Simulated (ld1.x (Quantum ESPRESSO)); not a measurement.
**Ranking ultrasoft potentials for zirconium**

All share these settings but for the change named:

```json
{
 "Element": "Zr (Z = 40)",
 "Generator": "ld1.x (Quantum ESPRESSO) 7.5",
 "Type": "ultrasoft",
 "Functional": "PBEsol",
 "Relativity": "scalar-relativistic",
 "Frozen core": "[Ar] 3d10",
 "Valence charge": "12",
 "Reference configuration": "4s2 4p6 4d2 5s1.5 5p0.5",
 "Partial waves": "4s (bound): rcut 1.55, rcutus 1.85 bohr; 5s (bound): rcut 1.55, rcutus 1.85 bohr; 4p (bound): rcut 2.10, rcutus 2.80 bohr; 5p (bound): rcut 2.10, rcutus 2.80 bohr; 4d (bound): rcut 1.25, rcutus 1.70 bohr; 4d channel at 0.25 Ry: rcut 1.25, rcutus 1.70 bohr",
 "Local potential": "all-electron potential smoothed inside 1.80 bohr (lloc = -2)",
 "Core correction": "Bessel-smoothed model core, default radius (core density twice the valence density)",
 "Augmentation charge": "PSQ, inside the norm-conserving radii"
}
```

Test errors are all-electron minus pseudo excitation energies from the reference, over 4s2 4p6 4d2 5s2 5p0; 4s2 4p6 4d2 5s1 5p0; 4s2 4p6 4d2 5s0 5p0; 4s2 4p6 4d1 5s0 5p0; 4s2 4p6 4d0 5s0 5p0; 4s2 4p6 4d2 5s0 5p1; 4s1 4p6 4d2 5s2 5p0. None of these files shows a bound ghost.

The base gives 34.5 meV.

Of 9 variants that were run, those that failed, showed a ghost or another fault, or gave nearly equal values are left out.

Task: Rank these variants by their largest absolute test error, smallest first.
A. local potential all-electron potential smoothed inside 3.04 bohr (lloc = -2)
B. local potential all-electron potential smoothed inside 1.90 bohr (lloc = -2)
C. local potential all-electron potential smoothed inside 1.72 bohr (lloc = -2)

Result: C (18.3 meV), B (43.1 meV), A (63.8 meV).
